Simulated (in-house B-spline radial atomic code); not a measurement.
## RPA and G0W0 on PBE0: Au

Configuration [Xe] 4f14 5d10 6s1, highest spin, mean-field start PBE0. Computed with an all-electron radial atomic-structure program (B-spline basis): all electrons, scalar-relativistic (spin-free one-electron X2C), finite nucleus, each spin shell either full or empty, empty states to l = 9 with an (l + 1/2)⁻⁴ tail; G0W0 by contour deformation at full frequency.

Without the two-electron picture change, the correlation of inner shells comes somewhat too large for so heavy an element.

RPA overbinds a lone outer s electron by self-correlation, and G0W0 tends to as well.

Command:
```bash
python run_gw.py task.json out
```
Settings (radii: box in bohr, nucleus in fm):
```
Z                        79
electrons                79
configuration            [Xe] 4f14 5d10 6s1
hamiltonian              x2c
method                   pbe0
lmax                     9
rms_radius               5.4371
spin_polarised           True
box_radius               40
intervals                72
ion_configuration        [Xe] 4f14 5d10
```

Run time, properties included: 26 s on 1 thread of Arm Neoverse N1, on a shared host.

Energies (hartree):

```json
{"term": "mean-field total", "value": "-19014.53413"}
{"term": "Hartree-Fock functional on these orbitals", "value": "-19008.94979"}
{"term": "direct second order", "value": "-8.083"}
{"term": "second-order exchange", "value": "2.0039"}
{"term": "SOSEX correction", "value": "1.8672"}
```

Problem. What is the RPA correlation energy, and what remains with SOSEX?

Solution. RPA gives -7.0059 hartree (-2.41 eV per electron); RPA + SOSEX gives -5.1387, and the second-order doubles -6.0791 hartree (no singles). SOSEX takes back 27 % of the RPA value.

Quasi-particle levels (eV):

```json
{"level": "6s up", "occupied": "yes", "mean field": "-6.718", "Σx - vxc": "-1.50", "Σc": "?", "QP weight": "?", "G0W0": "?"}
{"level": "6s down", "occupied": "no", "mean field": "-4.077", "Σx - vxc": "4.26", "Σc": "-2.55", "QP weight": "0.905", "G0W0": "-2.368"}
```

G0W0 = mean field + (Σx - vxc) + Σc, with Σc (partial-wave tail included) taken at the quasi-particle energy. Only the outer levels were computed. Levels of low weight are left out.

Problem. Where does G0W0 put 6s up?

Solution. At -9.495 eV, with Σc = -1.28 eV and a quasi-particle weight of 0.875. The tabulated removal energy is 9.226 eV (NIST, measured); the calculation leaves out spin-orbit coupling, Breit and QED terms, and what these don't explain is the method's own error.

Problem. What does it cost to remove one electron (to [Xe] 4f14 5d10) by differences of total energies, each species on its own start (correlation terms add to the Hartree-Fock functional)?

Solution. PBE0 9.228 eV, Hartree-Fock functional 7.602 eV, + RPA 9.577 eV, + RPA + SOSEX 8.903 eV, + second order 10.347 eV. Tabulated: 9.226 eV (NIST, measured); the calculation leaves out spin-orbit coupling, Breit and QED terms, and what these don't explain is the method's own error.
